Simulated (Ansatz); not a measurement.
```yaml
crystal:
  periodic: [false, false, false]
  atoms:
    - {symbol: Co, position_ang: [0.023479, -1.051727, -0.071340]}
    - {symbol: Co, position_ang: [-0.171164, 1.072679, 0.072298]}
    - {symbol: S, position_ang: [1.639073, 0.186153, 0.059277]}
    - {symbol: S, position_ang: [-1.686315, -0.265837, 0.181925]}
basis:
  gaussian: {orbitals: def2-mTZVPP}
hamiltonian: {xc: {name: revPBE0}}
output: {forces: true}
```

```sh
$ ansatz run in.yaml --threads 4 --pin off --events-out ev --progress --plain --max-ram 4787MiB
```

Output, abridged:

```
Functional definition: revPBE0
  name "revPBE0"
  cite "Zhang & Yang, Phys. Rev. Lett. 80, 890 (1998) doi:10.1103/PhysRevLett.80.890"
  cite "Adamo & Barone, J. Chem. Phys. 110, 6158 (1999) doi:10.1063/1.478522"
  cite "Perdew, Burke & Ernzerhof, Phys. Rev. Lett. 77, 3865 (1996) doi:10.1103/PhysRevLett.77.3865"
  parameter a = 0.25
  parameter kappa = 1.245
  parameter beta = 0.06672455060314922
  exchange = (1 - a)*pbe_x(kappa = kappa, mu = beta*pi^2/3) + a*exact_x
  correlation = pbe_c(beta = beta)
1196 factors; integrals over basis functions are off by at most 2.2e-4 eV
mean field evaluation 1: about -96883.1758 eV, gradient 1.6e2 eV
mean field evaluation 2: about -95845.9439 eV, gradient 6.5e2 eV
mean field evaluation 4: about -96874.0312 eV, gradient 1.9e2 eV
mean field evaluation 8: about -96912.9833 eV, gradient 8.8e0 eV
mean field evaluation 16: about -96913.2323 eV, gradient 5.6e-2 eV
mean field evaluation 32: about -96913.2329 eV, gradient 1.4e-5 eV
mean field evaluation 64: about -96913.1800 eV, gradient 1.1e0 eV
mean field -96913.23288062 eV, -3561.4956182140 hartree, gradient 6.8e-6 eV, S^2 0.000000; 6 other end points of the search recorded, 0 dependent functions left out
the calculation of the forces begins
reference -96913.23291659 eV, -3561.4956195361 hartree; 43, 43 occupied and 77, 77 virtual orbitals, 1196 factors
Total energy: -96913.23291659 eV, -3561.4956195361 hartree
Atom 0 at     0.023479    -1.051727    -0.071340 Å, force     2.736236    -3.496054    -0.045400 eV/Å
Atom 1 at    -0.171164     1.072679     0.072298 Å, force    -0.335721     2.346455     0.598369 eV/Å
Atom 2 at     1.639073     0.186153     0.059277 Å, force    -0.059944    -0.061510    -0.444409 eV/Å
Atom 3 at    -1.686315    -0.265837     0.181925 Å, force    -2.340572     1.211109    -0.108560 eV/Å
Dipole moment:    -0.064710     0.029267    -0.022689 e Å
```

Hardware: 4 threads of AMD EPYC 7R43 on a shared host. Wall time 8 s.

The restricted singlet is unstable towards broken spin symmetry at other levels; at RKS revPBE0/def2-mTZVPP this wasn't settled.
